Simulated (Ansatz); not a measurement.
`O[SiH]([SiH3])Cl` + `[AlH3]` → `[AlH2][SiH]([SiH3])Cl` + H₂O  (formal exchange of groups at the Si–O bond)

Computed with Ansatz on PBE0-D4/def2-TZVP structures; ΔE is electronic, products minus reactants. CBS: MP2 limit from def2 TZ/QZ plus the TZ coupled-cluster correction, frozen cores. This one scheme is used for every species. DFT in def2-TZVPP. One conformer a species, not always the lowest.

| species | LDA (SPW92) energy (Eh) |
| --- | --- |
| `O[SiH]([SiH3])Cl` | -1113.19534 |
| `[AlH3]` | -243.10050 |
| `[AlH2][SiH]([SiH3])Cl` | -1280.36522 |
| H₂O | -75.90194 |

Problem. Work out ΔE.

Solution. ΔE = (-1280.36522) + (-75.90194) − (-1113.19534) − (-243.10050) = 0.02868 Eh = +75.3 kJ/mol. CCSD(T)/CBS gives +84.4 kJ/mol.

Largest T1 diagnostic among the species: 0.012.

From BLYP to BHLYP (50 % exact exchange), in def2-TZVPP and without D4, ΔE moves by +12.3 kJ/mol. The D4 term adds −3.2 kJ/mol with B3LYP and −2.1 kJ/mol with PBE0; it sums over pairs of atoms, weighted by their polarisabilities, and B3LYP, whose exchange is more repulsive, gets the larger term. Leaving LDA and LC-ωPBE aside and taking each functional with its dispersion term where it has one, the values, not all of them listed here, spread over 32.6 kJ/mol, from PBE-D4 to CAM-B3LYP-D4. LDA lies +6.5 kJ/mol from PBE without D4.

B3LYP here is the variant with VWN-RPA as its local correlation; programs differ in this.
